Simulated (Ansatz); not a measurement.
Consider the redistribution: `[NH2][Sn][Cl]` + `N[Si]N([SiH3])[SiH3]` → `[NH2][Sn][N]([SiH3])[SiH3]` + `N[Si]Cl`.

Computed with Ansatz on PBE0-D4/def2-TZVP structures; ΔE is electronic, products minus reactants. CCSD(T)/CBS adds triple-zeta CCSD(T) − MP2 to the extrapolated MP2 energy (def2 sets, frozen cores). This one scheme is used for every species. Functionals use def2-TZVPP. B3LYP here is the variant with VWN-RPA as its local correlation; programs differ in this. def2 core potentials past Kr. For Sn outer-core shells are correlated without core-valence functions, which leaves a few kJ/mol of doubt a bond. Each species was taken in one conformer, which may not be the lowest.

```
             level  ΔE (kcal/mol)  difference from CCSD(T)/CBS
            PBE-D4           10.2                          0.7
          B3LYP-D4           11.1                          1.6
           ωB97X-V           11.0                          1.5
           ωB97M-V           10.7                          1.2
               PBE           10.4                          0.9
            r2SCAN           11.0                          1.5
             B3LYP           11.5                          2.0
     HF/def2-TZVPP           13.3                          3.8
    MP2/def2-TZVPP            9.0                         -0.5
   CCSD/def2-TZVPP           10.1                          0.6
CCSD(T)/def2-TZVPP            9.5                          0.0
     HF/def2-QZVPP           13.5                          4.0
    MP2/def2-QZVPP            9.0                         -0.5
SCS-MP2/def2-QZVPP            9.6                          0.1
      HF/CBS(def2)           13.5                          4.0
     MP2/CBS(def2)            9.0                         -0.5
       CCSD(T)/CBS            9.5                            0
```

Largest T1 diagnostic among the species: 0.016.

In def2-TZVPP, CCSD(T) changes the Hartree–Fock value by −3.8 kcal/mol (the triples alone add −0.6 kcal/mol) and MP2 by −4.3 kcal/mol. From PBE to PBE0 (25 % exact exchange), in def2-TZVPP and without D4, ΔE moves by +0.8 kcal/mol.
